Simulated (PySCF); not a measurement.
# Correlation energy of Kr (krypton, neutral)

[Kr], closed-shell 1S. All numbers are calculated (PySCF 2.14, scalar relativity through the core potential, in aug-cc-pVDZ-PP with ECP10MDF). Frozen: 3s2 3p6 3d10; 8 electrons correlated.

```tsv
level	correlation energy (mhartree)
CCSD	-136.97
(T)	-2.01
CCSD(T)	-138.98
CCSDT	-139.16
```

Diagnostics: T1 = 0.0046, D1 = 0.0071, largest double amplitude 0.036.

Cost of the coupled-cluster step: roughly 0.12 core-seconds, for 8 correlated electrons.

Iterations:

```
CC2 = 0
CCSD nocc = 4, nmo = 23
frozen orbitals [0, 1, 2, 3, 4, 5, 6, 7, 8]
max_cycle = 100
direct = 0
conv_tol = 1e-08
conv_tol_normt = 1e-06
diis_space = 8
diis_start_cycle = 0
Init t2, MP2 energy = -462.306949375603  E_corr(MP2) -0.126639776461947
Init E_corr(CCSD) = -0.126639776462365
cycle = 1  E_corr(CCSD) = -0.135241864172008  dE = -0.00860208771  norm(t1,t2) = 0.0195754
cycle = 2  E_corr(CCSD) = -0.136539121812212  dE = -0.00129725764  norm(t1,t2) = 0.00505632
cycle = 3  E_corr(CCSD) = -0.136962016158815  dE = -0.000422894347  norm(t1,t2) = 0.0016921
cycle = 4  E_corr(CCSD) = -0.136971707966199  dE = -9.69180738e-06  norm(t1,t2) = 0.000154864
cycle = 5  E_corr(CCSD) = -0.13696701809422  dE = 4.68987198e-06  norm(t1,t2) = 4.88811e-05
cycle = 6  E_corr(CCSD) = -0.136966861410626  dE = 1.56683595e-07  norm(t1,t2) = 6.71016e-06
cycle = 7  E_corr(CCSD) = -0.136966901709068  dE = -4.02984423e-08  norm(t1,t2) = 1.46159e-06
cycle = 8  E_corr(CCSD) = -0.136966894668103  dE = 7.04096484e-09  norm(t1,t2) = 2.4174e-07
CCSD converged
E(CCSD) = -462.3172764938093  E_corr = -0.1369668946681034
CCSD(T) correction = -0.00201397007826531
```
